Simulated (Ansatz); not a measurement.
`NCBCl` → `NBCl` + `[CH2]` (triplet) at 600 K and 1 bar (formal loss of a carbene).

Isolated molecules relaxed with PBE0-D4/def2-TZVP in Ansatz; ΔE leaves out vibrations. CCSD(T)/CBS is the MP2 limit (def2-TZVPP, def2-QZVPP) plus CCSD(T) − MP2 in def2-TZVPP, frozen cores. This one scheme is used for every species. Triplets are unrestricted, without spin–orbit coupling. One conformer a species, not always the lowest.

```tsv
species	CCSD(T)/CBS energy (Eh)	H − E (kJ/mol)	S (J/(mol·K))
`NCBCl`	-580.36274	227.0	378.3
`NBCl`	-541.16722	143.2	318.2
`[CH2]` (triplet)	-39.09499	66.5	220.8
```

H − E and S are ideal-gas, rigid-rotor, harmonic terms from PBE0-D4/def2-TZVP, for one conformer and one mirror image of each species, with the whole ground term of open shells counted as degenerate. 1 Eh = 2625.50 kJ/mol, R = 8.31446 J/(mol·K).

By hand: ΔE, ΔH, ΔS and ΔG.

ΔE = (-541.16722) + (-39.09499) − (-580.36274) = 0.10053 Eh = 263.9 kJ/mol. Δ(H − E) = 143.2 + 66.5 − 227.0 = -17.3, so ΔH = 246.6 kJ/mol. ΔS = 318.2 + 220.8 − 378.3 = 160.7 J/(mol·K). ΔG = 246.6 − 600 × (160.7)/1000 = 150.2 kJ/mol.

By hand: the equilibrium constant, and the temperature at which ΔG would vanish if ΔH and ΔS stayed fixed.

log₁₀ K = −ΔG/(RT ln 10) = -13.1. ΔG = 0 at ΔH/ΔS = 1535 K.

The number of gas molecules changes by +1, which sets the sign of ΔS. A doubt of 5 kJ/mol in ΔE shifts log₁₀ K by 0.4 here. Other conformers and mirror images would add mixing entropy, several J/(mol·K) or more a flexible species. A triplet takes part, so the spin changes. These are equilibria of isolated gas molecules and say nothing of rates. Largest T1 diagnostic: 0.011 (customary marks: 0.02 for closed shells, 0.045 for open ones).
